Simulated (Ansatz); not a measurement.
Start from `CS[Si](F)(F)Cl` and change one atom or group to get `CO[Si](F)(F)SC`.

Ansatz, PBE0-D4/def2-TZVP geometries, multiplicity 1. Each molecule was computed in one conformer, which needn't be the lowest.

```json
{"property": "HOMO energy (PBE/def2-TZVPP) / eV", "`CS[Si](F)(F)Cl`": "-6.49"}
{"property": "HOMO–LUMO gap (PBE0/def2-TZVPP) / eV", "`CS[Si](F)(F)Cl`": "7.58"}
{"property": "LUMO energy (PBE/def2-TZVPP) / eV", "`CS[Si](F)(F)Cl`": "-1.14"}
{"property": "LUMO energy (PBE0/def2-TZVPP) / eV", "`CS[Si](F)(F)Cl`": "-0.19"}
{"property": "HOMO energy (B3LYP/def2-TZVPP) / eV", "`CS[Si](F)(F)Cl`": "-7.51"}
{"property": "size of the dipole moment (ωB97M-V/def2-TZVPP) / D", "`CS[Si](F)(F)Cl`": "2.04"}
```

(1) Give the same properties after the change, and the shifts. (Best estimate.)

Results:

(1) Ansatz gave: 
```json
{"property": "HOMO energy (PBE/def2-TZVPP) / eV", "`CO[Si](F)(F)SC`": "-6.19", "shift": "0.30"}
{"property": "HOMO–LUMO gap (PBE0/def2-TZVPP) / eV", "`CO[Si](F)(F)SC`": "7.58", "shift": "0.00"}
{"property": "LUMO energy (PBE/def2-TZVPP) / eV", "`CO[Si](F)(F)SC`": "-0.84", "shift": "0.30"}
{"property": "LUMO energy (PBE0/def2-TZVPP) / eV", "`CO[Si](F)(F)SC`": "0.11", "shift": "0.30"}
{"property": "HOMO energy (B3LYP/def2-TZVPP) / eV", "`CO[Si](F)(F)SC`": "-7.21", "shift": "0.30"}
{"property": "size of the dipole moment (ωB97M-V/def2-TZVPP) / D", "`CO[Si](F)(F)SC`": "2.03", "shift": "-0.01"}
```

Dipoles are sizes alone; their direction can turn.

B3LYP here is the variant with VWN-RPA as its local correlation; programs differ in this.
